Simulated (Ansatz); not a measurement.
Start from `BN[SiH2]F` and change one atom or group to get `BN[SiH2][SiH3]`.

Ansatz, PBE0-D4/def2-TZVP geometries, multiplicity 1. Each molecule was computed in one conformer, which needn't be the lowest.

```
                                      property  `BN[SiH2]F`
            LUMO energy (PBE0/def2-TZVPP) / eV        -0.50
             HOMO energy (PBE/def2-TZVPP) / eV        -7.69
         HOMO energy (ωB97M-V/def2-TZVPP) / eV       -11.44
         LUMO energy (ωB97M-V/def2-TZVPP) / eV         1.38
           HOMO energy (B3LYP/def2-TZVPP) / eV        -8.93
size of the dipole moment (PBE/def2-TZVPP) / D         1.53
```

**Question.** Give the same properties after the change, and the shifts. (Best estimate.)

**Answer.** Ansatz gave: 
```tsv
property	`BN[SiH2][SiH3]`	shift
LUMO energy (PBE0/def2-TZVPP) / eV	-0.37	0.13
HOMO energy (PBE/def2-TZVPP) / eV	-6.75	0.94
HOMO energy (ωB97M-V/def2-TZVPP) / eV	-9.93	1.51
LUMO energy (ωB97M-V/def2-TZVPP) / eV	1.39	0.01
HOMO energy (B3LYP/def2-TZVPP) / eV	-7.66	1.27
size of the dipole moment (PBE/def2-TZVPP) / D	1.40	-0.13
```

With PBE0 the HOMO rises by 1.27 eV and the LUMO rises by 0.13 eV, so the gap narrows by about 1.14 eV. PBE moves the HOMO by 0.94 eV and ωB97M-V by 1.51 eV. The zero-point energy changes by 55.9 kJ/mol with +9 modes. Dipoles are sizes alone; their direction can turn.

B3LYP here is the variant with VWN-RPA as its local correlation; programs differ in this.
